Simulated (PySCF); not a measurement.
# Ar³⁺ (argon, charge +3) across methods

[Ne] 3s2 3p3, high-spin 4S determinant. Computed with PySCF 2.14 in aug-cc-pwCVTZ, with the non-relativistic Hamiltonian (point nucleus).

| method | E (hartree) | mean ε 3s α (eV) | mean ε 3s β (eV) | mean ε 3p α (eV) | Σ⟨r²⟩ (bohr²) | ⟨S²⟩ |
| --- | --- | --- | --- | --- | --- | --- |
| PBE0 | -524.2941 | -70.501 | -64.078 | -53.744 | 12.04 | 3.750 |
| UHF | -523.86170 | -79.852 | -67.448 | -59.218 | 12.11 | 3.751 |
| LDA | -522.8297 | -66.797 | -62.622 | -51.532 | 12.06 | 3.750 |
| r2SCAN | -524.4199 | -68.686 | -62.354 | -52.403 | 12.04 | 3.750 |
| M06 | -524.4414 | -70.007 | -64.113 | -53.352 | 11.99 | 3.751 |
| PBE | -524.2521 | -67.068 | -62.355 | -51.616 | 12.05 | 3.750 |
| BHandHLYP | -524.4710 | -73.562 | -65.914 | -55.530 | 12.06 | 3.751 |
| MN15 | -524.3951 | -69.995 | -64.513 | -54.529 | 11.97 | 3.750 |
| M06-L | -524.4562 | -68.657 | -62.481 | -52.233 | 11.97 | 3.751 |
